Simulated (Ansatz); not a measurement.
```yaml
crystal:
  periodic: [false, false, false]
  atoms:
    - {symbol: C, position_ang: [-1.270354, -0.814493, 1.744928]}
    - {symbol: C, position_ang: [-1.012971, -0.076675, 0.465699]}
    - {symbol: F, position_ang: [-2.171214, -0.092095, -0.308256]}
    - {symbol: O, position_ang: [-0.004224, -0.709288, -0.225367]}
    - {symbol: C, position_ang: [0.527847, 0.016978, -1.315657]}
    - {symbol: C, position_ang: [1.809654, 0.709811, -0.949312]}
    - {symbol: F, position_ang: [1.568142, 1.736903, -0.052217]}
    - {symbol: H, position_ang: [-2.121184, -0.372751, 2.263523]}
    - {symbol: H, position_ang: [-1.486292, -1.860691, 1.523744]}
    - {symbol: H, position_ang: [-0.391186, -0.759266, 2.387717]}
    - {symbol: H, position_ang: [-0.782868, 0.983162, 0.623098]}
    - {symbol: H, position_ang: [0.736440, -0.700389, -2.115107]}
    - {symbol: H, position_ang: [-0.202967, 0.736537, -1.697987]}
    - {symbol: H, position_ang: [2.275984, 1.140908, -1.841178]}
    - {symbol: H, position_ang: [2.503293, 0.010550, -0.474227]}
basis:
  gaussian: {orbitals: cc-pVTZ, final_grid: {core_spheres: 8, valence_spheres: 7, degree: 23}, point_charges: [{charge: -1.00, position_ang: [6.971, 0.702, -0.817]}]}
magnetization: {spin_polarized: true, initial_magnetization: 0}
hamiltonian: {xc: {name: HF}}
correlation: {method: rpa, electrons: all}
```

```sh
$ ansatz run in.yaml --threads 8 --pin off --events-out ev --progress --plain --max-ram 18278MiB
```

Shortened log:

```
Functional definition: HF
1874 factors; integrals over basis functions are off by at most 1.0e-3 eV
mean field evaluation 1: about -11697.5870 eV, gradient 3.0e1 eV
mean field evaluation 2: about -11697.5938 eV, gradient 3.0e1 eV
mean field evaluation 4: about -11701.6708 eV, gradient 3.6e0 eV
mean field evaluation 8: about -11701.7385 eV, gradient 2.8e-4 eV
mean field -11701.73848043 eV, -430.0309574325 hartree, gradient 1.5e-6 eV, S^2 0.000000; 0 other end points of the search recorded, 0 dependent functions left out
reference -11701.73848043 eV, -430.0309574325 hartree; 29, 29 occupied and 293, 293 virtual orbitals, 1874 factors
Total energy: -11751.81530292 eV, -431.8712467157 hartree
```

Run time 9 s (8 threads of an Arm Neoverse V1 on a shared host); peak host memory 1.1 GiB.
